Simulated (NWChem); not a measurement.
System: CH₆F₂Si₂; SMILES [SiH3]C[SiH](F)F

Here is an NWChem input.

```
start job
memory heap 200 mb stack 900 mb global 1100 mb
geometry units angstroms noautoz
  Si    -0.132537    -2.002563     0.312077
  C      0.162855    -0.674045    -1.019022
  Si     0.016833     1.070040    -0.392523
  F     -1.057294     1.100552     0.839755
  F      1.448570     1.547663     0.227140
  H      0.241980    -3.355039    -0.230513
  H     -1.580116    -2.022628     0.709049
  H      0.711976    -1.713606     1.520736
  H     -0.566855    -0.830323    -1.842588
  H      1.177116    -0.808036    -1.452564
  H     -0.415223     2.089686    -1.394634
end
basis spherical
  * library 6-31g*
end
dft
  xc b3lyp
  iterations 150
  vectors input atomic output neutral.movecs
end
task dft energy
charge 1
dft
  odft
  mult 2
  vectors input atomic output cation.movecs
end
task dft energy
```

Coordinates come from a PBE-D3(BJ)/def2-SVP optimisation.

Ions are spin-unrestricted doublets at the neutral geometry; other ion states weren't tried.

Question: What results follow from this input? (B3LYP/6-31G* (spherical d), vertical spin-unrestricted ions.) Quantities: vertical ionisation energy, ΔSCF (eV); −ε(HOMO) (eV).

Answer: 
```yaml
vertical ionisation energy, ΔSCF (eV): 10.95
"−ε(HOMO) (eV)": 8.70
```
